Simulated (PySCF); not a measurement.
Level of theory: M06-2X/def2-TZVP // PBE0-D3(BJ)/def2-TZVP (PySCF). Gas-phase values, no solvent. One relaxed conformer stands for a flexible species; it need not be the lowest. Excitations are Tamm–Dancoff values on a coarser integration grid. The basis has no diffuse functions, so Rydberg states are missing or too high.

Reference species (SMILES): `[Al]([SiH3])([SH])[SiH3]` (Si–Al–S–H torsion 0°) (neutral, multiplicity 1).

```yaml
S1–T1 gap (TDA): 0.49 eV
HOMO: -8.27 eV
```

Changed species: `[SiH3][Al]([SiH3])[SiH3]` (0 of 3 SiH3 replaced by SH; the reference has 1 of 3 SiH3 replaced by SH).

Q: Give the shifts of the S1–T1 gap (TDA) and HOMO.

A: the S1–T1 gap (TDA) decreases by 0.04 eV, to 0.45 eV; the HOMO increases by 0.09 eV, to -8.18 eV.
